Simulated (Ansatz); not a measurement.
Computed with Ansatz on PBE0-D4/def2-TZVP structures; ΔE is electronic, products minus reactants. CCSD(T)/CBS adds triple-zeta CCSD(T) − MP2 to the extrapolated MP2 energy (def2 sets, frozen cores). This one scheme is used for every species. DFT in def2-TZVPP. Each species was taken in one conformer, which may not be the lowest.

Reaction (cleavage of the Al–Si bond): `C[Si](O)(F)[AlH][OH]` + H₂S → `[OH][AlH][SH]` + `C[SiH](O)F`

`C[Si](O)(F)[AlH][OH]`:

Cartesian coordinates in Å:
```
C 0.076 1.897 -0.308
Si 0.097 0.046 -0.520
O 1.499 -0.441 -1.237
F -1.129 -0.280 -1.524
Al -0.139 -1.397 1.472
O -1.283 -2.651 1.428
H -0.871 2.231 0.123
H 0.197 2.400 -1.273
H 0.884 2.223 0.352
H 1.822 0.048 -1.996
H 0.679 -1.263 2.821
H -1.832 -2.815 0.662
```

H₂S:

Cartesian coordinates in Å:
```
S -0.441 0.301 -0.315
H -0.356 -0.182 0.933
H 0.797 -0.119 -0.618
```

`[OH][AlH][SH]`:

Cartesian coordinates in Å:
```
O -1.244 -0.174 -0.841
Al -0.246 0.629 0.261
S 1.692 -0.171 0.879
H -1.057 -1.007 -1.268
H -0.737 1.996 0.854
H 1.593 -1.272 0.114
```

`C[SiH](O)F`:

Z-matrix (Å, degrees):
```
C
Si 1 1.851
H 1 1.093 2 110.5
H 1 1.093 2 110.6 3 -119.8
H 1 1.093 2 111.4 3 119.7
O 2 1.634 1 113.2 3 179.7
F 2 1.601 1 107.2 3 -59.2
H 2 1.477 1 113.7 3 59.6
H 6 0.958 2 119.0 1 51.4
```

| level | ΔE (kcal/mol) | difference from CCSD(T)/CBS |
| --- | --- | --- |
| PBE-D4 | -27.8 | 4.1 |
| PBE0-D4 | -29.6 | 2.3 |
| ωB97M-V | -32.4 | -0.5 |
| B2PLYP | -32.3 | -0.4 |
| PBE | -28.4 | 3.5 |
| r2SCAN | -32.5 | -0.6 |
| PBE0 | -30.2 | 1.7 |
| MP2/def2-TZVPP | -34.0 | -2.1 |
| HF/CBS(def2) | -34.9 | -3.0 |
| CCSD/CBS(def2) | -32.1 | -0.2 |
| CCSD(T)/CBS | -31.9 | 0 |

Largest T1 diagnostic among the species: 0.013.

From PBE to PBE0 (25 % exact exchange), in def2-TZVPP and without D4, ΔE moves by −1.8 kcal/mol. In def2-TZVPP, CCSD(T) changes the Hartree–Fock value by +3.4 kcal/mol (the triples alone add +0.3 kcal/mol) and MP2 by +0.9 kcal/mol. The D4 term adds +0.9 kcal/mol with B3LYP and +0.6 kcal/mol with PBE0; it sums over pairs of atoms, weighted by their polarisabilities, and B3LYP, whose exchange is more repulsive, gets the larger term.

B3LYP here is the variant with VWN-RPA as its local correlation; programs differ in this.
